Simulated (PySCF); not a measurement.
A calculated (M06-2X, PySCF 2.14, aug-cc-pwCVTZ-DK, the spin-free X2C one-electron Hamiltonian (Gaussian nucleus)) atom or ion has these occupied shells.

```
shell  electrons  orbital energy (eV)  rms radius, mean of both spins (bohr)
 1s β          1             -24309.2                                 0.0366
 1s α          1             -24309.2                                 0.0366
 2s α          1              -3596.4                                  0.150
 2s β          1              -3596.2                                  0.150
 2p α          3              -3229.8                                  0.133
 2p β          3              -3229.6                                  0.133
 3s α          1              -672.23                                  0.406
 3s β          1              -672.10                                  0.406
 3p α          3              -550.80                                  0.407
 3p β          3              -550.66                                  0.407
 3d α          5              -355.24                                  0.389
 3d β          5              -354.95                                  0.389
 4s α          1              -106.19                                   1.01
 4s β          1              -105.41                                   1.01
 4p α          3              -70.379                                   1.12
 4p β          3              -69.266                                   1.12
 4d α          5              -18.688                                   1.60
 4d β          4              -17.929                                   1.60
```

(1) Name the element and its charge.

## Answers

(1) Pd⁺ (palladium, charge +1), in [Kr] 4d9, 2D determinant.
